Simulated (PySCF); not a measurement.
# Computed structure and properties of HoOF

System: HoOF (singlet in the valence; each metal's 4f electrons, 10 of them, lie in its core potential, out of spins and levels); start: template (Cs). Method: PySCF 2.14.0, RKS PBE0, Ho lcecp-1-SVP with ECP56, O def2-SVP, F def2-SVP; non-relativistic Hamiltonian with scalar-relativistic core potentials where named; density fitting; no spin-orbit coupling.

Input of the relaxation:

```python
mol = gto.M(atom='''
Ho     0.04856     0.00000    -0.13951
O      1.69326     0.00000     0.59659
F     -1.84714     0.00000     0.70889''',
    basis={'Ho': 'lcecp-1-SVP', 'O': 'def2-SVP', 'F': 'def2-SVP'},
    ecp={'Ho': 'lcecp-1-SVP'},
    charge=0, spin=0)
mf = dft.RKS(mol, xc='PBE0')
mf.grids.atom_grid = (50, 194)  # f atoms: unpruned, at least (60, 302)
mf = mf.density_fit()  # fitting sets: Ho AutoAux, O def2-universal-JKFIT, F def2-universal-JKFIT
mf.conv_tol = 1e-08; mf.max_cycle = 55
mf.kernel(dm0)  # dm0: converged density of the start geometry
# quasi-Newton relaxation in Cartesian coordinates to a largest gradient under 0.00045 Eh/bohr, steps kept in the point group
```

Run from Python with OMP_NUM_THREADS=2; the lines above give its settings. Where DIIS fails, smearing, a level shift and second-order steps follow.
It took 8.8 s on 2 threads of Arm Neoverse V1 (shared host), from the converged density of the start.

Course of the relaxation:

```csv
step,energy above end (eV),largest force component within the symmetry (eV/Å)
0,0.1852,1.262
1,0.0913,0.567
2,0.0282,0.980
3,0.0086,0.556
4,0.0002,0.097
5,0.0000,0.028
6,0.0000,0.004
```

Relaxed geometry (Cs):

```xyz
3

Ho    0.0270    0.0000   -0.3266
O     1.5234    0.0000    0.7059
F    -1.6557    0.0000    0.7866
```

```csv
contact,Å
Ho1–O2 (O),1.818
Ho1–F3 (F),2.018
```

On the finer grid (75, 302):

```yaml
HOMO: -6.63 eV
LUMO: -2.46 eV
Dipole_about_the_centre_of_mass: 7.58 D
Set_of_Mulliken_populations_of_Ho1_outside_the_core_potential: s 2.14, p 6.24, d 1.63, f 0.08
D3_BJ_dispersion_energy_not_in_the_energies: -0.027 eV
```

| atom | Mulliken (e) | Löwdin (e) | spin (e) |
| --- | --- | --- | --- |
| Ho1 | 0.90 | 0.70 | 0.00 |
| O2 | -0.45 | -0.38 | 0.00 |
| F3 | -0.45 | -0.32 | 0.00 |

The 4f levels lie in the core potential and are missing. Their spin isn't counted.

On the grid (50, 194), as all that follows. Harmonic modes: a minimum; lowest 182 cm⁻¹ (negative: unstable), highest 836 cm⁻¹, zero-point energy 0.098 eV.

Rigid scan of O along the line from its metal:

(distance to O2 (Å), energy (eV)): (1.52, 2.669), (1.62, 1.016), (1.72, 0.219), (1.82, 0.000), (1.92, 0.160), (2.02, 0.558), (2.12, 1.095), (2.27, 2.025)

Taking off one F (charge -1, singlet; the rest: singlet) in vacuum, both parts rigid, costs 10.90 eV; the small basis without counterpoise inflates it. Most of it is the attraction of opposite charges; other ways to part are cheaper, and one spin state was tried for the rest.

Rigid scan of F along the line from its metal:

(distance to F3 (Å), energy (eV)): (1.72, 1.412), (1.82, 0.531), (1.92, 0.113), (2.02, 0.000), (2.12, 0.085), (2.22, 0.295), (2.42, 0.907), (2.72, 1.953), (3.12, 3.205), (3.62, 4.348)

One start shape was tried, so this needn't be the lowest isomer.

An lcecp potential fixes the number of 4f electrons, so in runs with it no electron can move into or out of that shell.
